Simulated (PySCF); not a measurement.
BCl₂, SMILES Cl[B-]Cl (connectivity only; charge and spin as stated), charge -1, multiplicity 1.

The structure is a stationary point at PBE0-D3(BJ)/def2-TZVPD.

Two levels are set side by side: PBE/def2-TZVPD (PySCF) and B3LYP/def2-TZVPD (PySCF). Same geometry, gas phase. Differences are taken from unrounded values.

| quantity | B3LYP | PBE | PBE minus B3LYP |
|---|---|---|---|
| orbital gap (eV) | 3.49 | 2.05 | -1.43 |
| highest occupied level (eV) | -0.01 | 0.79 | 0.80 |
| lowest empty level (eV) | 3.48 | 2.84 | -0.64 |
| mean polarisability (bohr³) | 86.7 | 97.1 | 10.3 |

PBE's occupied levels lie high since its potential decays too fast outside the molecule; exact exchange lowers them and widens the gap. Loosely held outer electrons make PBE densities more polarisable. Differences between two approximate levels are no errors against the true value.

Rough cost on one machine, each run with all the roots and properties that it gave: B3LYP against PBE within a factor of 2.
